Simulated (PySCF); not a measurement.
Species: C₅H₈F₃Si (doublet state).
Z-matrix (Å and degrees, GFN2-xTB geometry), rows numbered from 1:
```
C 
C   1  1.3723
C   2  1.4919  1  120.80
Si  3  1.9153  2  110.42  1    94.72
C   2  1.3893  1  120.99  3   177.86
F   5  1.3555  2  119.61  1   179.82
C   5  1.4885  2  127.72  1    -0.48
F   7  1.3636  5  112.06  2   -57.83
F   7  1.3635  5  112.37  2    59.90
H   1  1.0742  2  120.17  3     1.57
H   1  1.0735  2  122.53  3  -178.99
H   3  1.0885  2  109.54  1   -26.41
H   3  1.0891  2  110.14  1  -144.80
H   4  1.4639  3  108.07  2   -58.65
H   4  1.4634  3  107.35  2  -178.35
H   4  1.4609  3  109.24  2    61.36
H   7  1.1005  5  111.35  2  -178.87
```

The hyperfine couplings belong to this conformer and change with its torsions.

Identity: `C(F)([C](F)C(C[SiH3])=C)F` [radical].

Level of theory: UKS B3LYP, pcH-1 on C F H Si, non-relativistic, mean-field spin-orbit, GIAO in PySCF. Isolated species at its GFN2-xTB geometry (one conformer only). Couplings are sensitive to structure, and on GFN2-xTB geometries they can be far from those on DFT ones. The SCF solution wasn't tested for stability. ⟨S²⟩ is 0.778 where a pure state has 0.75.

The largest Mulliken spin populations are on C1 (+0.65), C5 (+0.60) and C2 (-0.25). The angles at C1 add up to 360.0°, so it is planar; its axial dipolar tensor and the negative couplings of its protons fit spin in a p orbital normal to that plane.

(1) McConnell's relation a(H) = Q·ρ ties the coupling of a proton on a planar π carbon to the spin population of that carbon. What Q do the computed values give?

## Answers

(1) 
```
  H   C    ρ(C)  a(H) (G)  a/ρ (G)
H10  C1  +0.655    -14.46    -22.1
H11  C1  +0.655    -13.79    -21.1
```

These protons share one ρ (within 0.01), so their mean ratio, Q = -21.6 G, is no test of linearity. In McConnell's picture π spin on carbon polarises the C–H bond and leaves opposite spin at the proton, which makes Q negative, as found here.

Couplings in gauss use g_iso = 2.0033.
